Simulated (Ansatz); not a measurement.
Reaction (cleavage of the Si–Si bond): `CO[Si](O)([SiH3])Cl` + `C[O][Mg][OH]` → `C[O][Mg][O][SiH3]` + `CO[SiH](O)Cl`

Isolated molecules relaxed with PBE0-D4/def2-TZVP in Ansatz; ΔE leaves out vibrations. CBS: MP2 limit from def2 TZ/QZ plus the TZ coupled-cluster correction, frozen cores. Functionals use def2-TZVPP. For Mg outer-core shells are correlated without core-valence functions, which leaves a few kJ/mol of doubt a bond. Each species was taken in one conformer, which may not be the lowest.

`CO[Si](O)([SiH3])Cl`:

Z-matrix (Å, degrees):
```
C
O 1 1.412
H 1 1.094 2 111.1
H 1 1.095 2 111.3 3 -121.4
H 1 1.090 2 107.9 3 119.5
Si 2 1.630 1 126.5 3 56.6
Si 6 2.333 2 114.6 1 70.1
O 6 1.626 2 108.2 1 -169.0
Cl 6 2.073 2 107.1 1 -49.9
H 7 1.486 6 110.5 2 63.5
H 7 1.485 6 110.1 2 -175.2
H 7 1.488 6 108.6 2 -55.9
H 8 0.960 6 118.3 2 52.9
```

`C[O][Mg][OH]`:

```xyz
8

C    -0.251   -1.190    1.251
O    -0.048   -0.245    0.272
Mg    0.217    0.970   -0.969
O     0.519    2.236   -2.162
H     0.160   -0.870    2.220
H     0.226   -2.148    0.999
H    -1.321   -1.393    1.407
H     0.497    2.641   -3.018
```

`C[O][Mg][O][SiH3]`:

Cartesian coordinates in Å:
```
C 1.161 1.217 2.803
O 0.670 0.706 1.622
Mg 0.051 0.050 0.120
O -0.583 -0.619 -1.413
Si -1.158 -1.214 -2.796
H 0.361 1.374 3.540
H 1.898 0.544 3.262
H 1.657 2.186 2.650
H -0.819 -0.331 -3.951
H -0.594 -2.566 -3.083
H -2.644 -1.347 -2.754
```

`CO[SiH](O)Cl`:

Cartesian coordinates in Å:
```
C -0.346 1.019 1.241
O 0.121 0.708 -0.053
Si -0.060 -0.705 -0.832
O 0.825 -0.681 -2.191
Cl 0.546 -2.214 0.431
H 0.040 0.312 1.981
H 0.003 2.021 1.493
H -1.440 1.010 1.280
H -1.450 -0.983 -1.225
H 1.762 -0.488 -2.125
```

Question: Is it downhill or uphill in electronic energy at CCSD(T)/CBS, and by how much? (Best estimate.)

Answer: The calculation gave: Downhill: ΔE = -130.7 kJ/mol.

Question: What do these levels give: PBE, CCSD(T)/def2-TZVPP, HF/def2-QZVPP, SCS-MP2/def2-QZVPP, HF/CBS(def2), MP2/CBS(def2)? (An estimate is asked.)

Answer: Ansatz gave: PBE -103.7, CCSD(T)/def2-TZVPP -131.0, HF/def2-QZVPP -163.7, SCS-MP2/def2-QZVPP -143.2, HF/CBS(def2) -164.2, MP2/CBS(def2) -136.2 kJ/mol.

Largest T1 diagnostic among the species: 0.012.

From PBE to PBE0 (25 % exact exchange), in def2-TZVPP and without D4, ΔE moves by −10.4 kJ/mol. The D4 term adds +8.5 kJ/mol with B3LYP and +5.0 kJ/mol with PBE0; it sums over pairs of atoms, weighted by their polarisabilities, and B3LYP, whose exchange is more repulsive, gets the larger term.

B3LYP here is the variant with VWN-RPA as its local correlation; programs differ in this.
